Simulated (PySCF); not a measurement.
Job file and geometry (Å, from GFN2-xTB) of an NMR shielding run on `CCc1ccc(F)p1CC`, C8H12FP, PySCF 2.14.0, density-fitted response routines, GIAO PBE0/pcSseg-1 NMR shielding, non-relativistic, gas phase; density fitting, a coarse starting grid and PySCF grid level 2 are the driver's defaults:

```
$ OMP_NUM_THREADS=1 python probes_run.py task.json out

{"job": {"kind": "nmr", "xc": "PBE0", "basis": "pcSseg-1"}, "charge": 0, "multiplicity": 1}
C      2.227086    -1.917775     0.383146
C      1.739871    -1.024213    -0.755787
C      1.039587     0.186002    -0.231059
C      1.405540     1.469051    -0.415959
C      0.547504     2.447173     0.202883
C     -0.487525     1.880090     0.842130
F     -1.431412     2.564291     1.513885
P     -0.389228     0.063959     0.896786
C     -1.714866    -0.375438    -0.350653
C     -3.104536    -0.195381     0.242970
H      1.385926    -2.227236     1.001612
H      2.932615    -1.378799     1.011148
H      2.716841    -2.805365    -0.010268
H      1.053899    -1.597865    -1.387321
H      2.585246    -0.714480    -1.374973
H      2.259124     1.770252    -1.003098
H      0.715294     3.508271     0.124105
H     -1.547120    -1.421971    -0.619724
H     -1.582537     0.241596    -1.242954
H     -3.221667    -0.805026     1.136903
H     -3.276811     0.843500     0.514980
H     -3.863239    -0.491251    -0.479602
```

Task: What does the program print?

Result: 
```
coarse grid: 18840 points
cycle   1  E = -752.4287166406  dE =  1.357e+00  |g| = 5.788e-01  |ddm| = 4.374e+00
cycle   2  E = -752.3834876697  dE =  4.523e-02  |g| = 7.417e-01  |ddm| = 1.091e+00
cycle   3  E = -752.4996152653  dE = -1.161e-01  |g| = 1.374e-01  |ddm| = 6.927e-01
cycle   4  E = -752.5042484309  dE = -4.633e-03  |g| = 5.062e-02  |ddm| = 1.962e-01
cycle   5  E = -752.5048305534  dE = -5.821e-04  |g| = 1.504e-02  |ddm| = 5.599e-02
cycle   6  E = -752.5048742975  dE = -4.374e-05  |g| = 4.861e-03  |ddm| = 1.965e-02
cycle   7  E = -752.5048794961  dE = -5.199e-06  |g| = 1.295e-03  |ddm| = 5.465e-03
final grid: 177664 points
cycle   8  E = -752.5723818666  dE = -4.868e-05  |g| = 1.074e-02  |ddm| = 3.996e-02
cycle   9  E = -752.5723658503  dE =  1.602e-05  |g| = 1.368e-02  |ddm| = 2.164e-02
cycle  10  E = -752.5724105754  dE = -4.473e-05  |g| = 1.688e-03  |ddm| = 1.310e-02
cycle  11  E = -752.5724111545  dE = -5.791e-07  |g| = 3.841e-04  |ddm| = 1.824e-03
cycle  12  E = -752.5724111855  dE = -3.103e-08  |g| = 1.859e-04  |ddm| = 5.604e-04
cycle  13  E = -752.5724111932  dE = -7.635e-09  |g| = 3.551e-05  |ddm| = 1.928e-04
cycle  14  E = -752.5724111934  dE = -2.783e-10  |g| = 1.155e-05  |ddm| = 5.651e-05
converged SCF energy = -752.5724111934

GIAO shielding tensors (ppm)
atom      isotropic    diamagn.    paramagn.     s11        s22        s33       span
  0 C      163.151     247.536     -84.384    146.577    159.911    182.965     36.388
  1 C      155.926     244.672     -88.746    144.231    153.152    170.396     26.164
  2 C       28.244     269.166    -240.922    -65.821     13.031    137.523    203.345
  3 C       53.243     253.305    -200.062    -40.124     63.516    136.337    176.461
  4 C       65.561     259.059    -193.498    -21.900     77.875    140.706    162.606
  5 C       -7.764     262.839    -270.604    -97.868     17.674     56.900    154.769
  6 F      291.325     474.527    -183.203    177.058    270.796    426.120    249.062
  7 P      358.306     969.858    -611.552    308.552    361.602    404.765     96.212
  8 C      158.153     252.606     -94.453    143.615    156.754    174.091     30.476
  9 C      172.707     245.624     -72.917    162.923    167.410    187.787     24.864
 10 H       30.487      30.774      -0.288     25.355     31.481     34.624      9.269
 11 H       30.572      29.582       0.990     27.121     28.697     35.898      8.777
 12 H       30.388      27.755       2.633     25.964     27.077     38.124     12.159
 13 H       29.273      31.679      -2.405     25.091     29.027     33.701      8.610
 14 H       29.294      31.350      -2.056     24.633     28.500     34.749     10.115
 15 H       25.154      33.831      -8.676     23.029     23.959     28.476      5.447
 16 H       25.370      31.135      -5.765     23.316     23.871     28.923      5.607
 17 H       29.579      33.034      -3.454     23.737     30.137     34.865     11.128
 18 H       30.246      33.310      -3.064     25.037     30.437     35.263     10.226
 19 H       30.276      28.696       1.580     26.204     28.339     36.285     10.081
 20 H       30.189      29.196       0.993     24.186     30.616     35.766     11.580
 21 H       30.128      27.050       3.077     25.043     27.058     38.283     13.241
```

Size and cost of the density-fitted run: 237 basis functions, 61 s wall time on 1 thread of an Arm Neoverse V1, shared host; peak memory 1.1 GiB.
